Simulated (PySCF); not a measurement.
# Dipole moment and polarisability of (NMe2)3Si-S-SiH3

Compound: (NMe2)3Si-S-SiH3, C₆H₂₁N₃SSi₂.
Cartesian coordinates in Å at the PBE0-D3(BJ)/def2-SVP level; atoms count from 1:
```xyz
33
C6H21N3SSi2 angstrom
Si    -0.1945   -0.0362    0.3897
N     -1.3569   -0.8728   -0.5784
C     -1.5833   -2.2937   -0.5882
C     -2.0860   -0.1478   -1.5888
N     -0.7364    1.5385    0.8374
C     -1.7162    1.7266    1.8763
C     -0.3801    2.7411    0.1327
N      1.3236    0.1150   -0.4344
C      2.3982    0.9124    0.1034
C      1.5849   -0.4538   -1.7312
S      0.0680   -1.1731    2.2235
Si     1.7387   -2.3404    1.5593
H     -1.1695   -2.7888   -1.4902
H     -1.1300   -2.7594    0.2974
H     -2.6665   -2.5170   -0.5603
H     -1.9480    0.9359   -1.4604
H     -1.7670   -0.4097   -2.6182
H     -3.1710   -0.3538   -1.5202
H     -2.6832    2.0907    1.4763
H     -1.3709    2.4610    2.6287
H     -1.9112    0.7826    2.4066
H      0.0845    3.4893    0.8046
H      0.3346    2.5194   -0.6717
H     -1.2637    3.2248   -0.3304
H      2.1544    1.2480    1.1228
H      2.5954    1.8132   -0.5109
H      3.3416    0.3382    0.1565
H      2.4703   -1.1181   -1.7132
H      1.7741    0.3267   -2.4945
H      0.7242   -1.0503   -2.0641
H      3.0117   -1.5652    1.5051
H      1.4890   -2.9684    0.2266
H      1.8966   -3.4267    2.5723
```

Level: CAM-B3LYP/def2-SVPD (PySCF), static field, nuclei fixed, core orbitals frozen in the response. The polarisability tensor in these axes (au):

```
x   169.71  -9.69   2.55
y    -9.69 175.23  -4.36
z     2.55  -4.36 162.37
```

Problem. Give the principal values, the mean and the anisotropy Δα = √{½[(α1 − α2)² + (α2 − α3)² + (α1 − α3)²]}.

Solution. Principal values 160.96, 162.62 and 183.72 au; mean 169.10 au = 25.06 Å³ = 27.88 × 10⁻⁴⁰ C²·m²/J; Δα = 21.98 au (13 % of the mean).

Problem. What is the dipole moment, and where does it point?

Solution. (0.01, 1.16, -2.02) D, 2.33 D in size, pointing from the negative to the positive side. Measured along this direction, the outermost atoms are H33 at the negative end and H29 at the positive end.

Problem. Along which axes do the principal values lie, and how far do the nuclei extend along each?

Solution. Largest value along (-0.58, 0.78, -0.23), where the nuclei span 7.69 Å; middle along (0.80, 0.49, -0.36), 6.28 Å; least along (0.17, 0.39, 0.90), 5.94 Å. The response follows the extents in order.

Problem. Form Σ f/ω² (atomic units) for the 10 lowest TDDFT singlets, given as eV and f, and set it beside the mean polarisability, which is this sum over all singlets: 5.95, 0.0143; 6.08, 0.0114; 6.21, 0.0158; 6.32, 0.0089; 6.45, 0.0305; 6.47, 0.0113; 6.51, 0.0283; 6.62, 0.0053; 6.81, 0.0260; 6.88, 0.0091.

Solution. They add up to 2.88 au, 1.7 % of the 169.10 au; the largest single term is 0.54 au, from the state at 6.45 eV. Terms in order: 0.30, 0.23, 0.30, 0.16, 0.54, 0.20, 0.50, 0.09, 0.42, 0.14 au. Higher excitations give the rest. The strengths listed sum to 0.161.

Problem. Give the eigenvalues of the traceless quadrupole moment Θ = ½Σq(3rr − r²1), origin at the centre of nuclear charge.

Solution. -5.49, 2.21, 3.28 D·Å. The values depend on the origin, since the dipole doesn't vanish. The electronic extent ⟨r²⟩ about the same centre is 3049 bohr², a root-mean-square distance of 2.65 Å for the 122 electrons.

Problem. Find the Langevin capture rate constant for O2+ (31.990 u) meeting this molecule (223.099 u), k = 2.342 × 10⁻⁹ cm³/s × √(α in Å³ / reduced mass in u).

Solution. The reduced mass is 27.98 u, so k = 2.22 × 10⁻⁹ cm³/s. The formula leaves out the permanent dipole, which adds to the capture rate.

Problem. What would n − 1 = 2πNα be for an ideal gas of these molecules at 350 K and 1 atm, electronic part alone?

Solution. N = p/kT = 2.0968 × 10¹⁹ cm⁻³, so n − 1 = 2π × N × 25.06 × 10⁻²⁴ cm³ = 3301 × 10⁻⁶ at long wavelengths, for an ideal gas.

Isolated species at its PBE0-D3(BJ)/def2-SVP geometry (one conformer only).

The run behind these numbers computed excited states as well. Hardware: AMD EPYC 7R43, 2 threads, no GPU (shared host). Cost: 5.3 min wall, 12 min CPU (with the writing of density and orbital grids), 3.7 GiB resident at most.
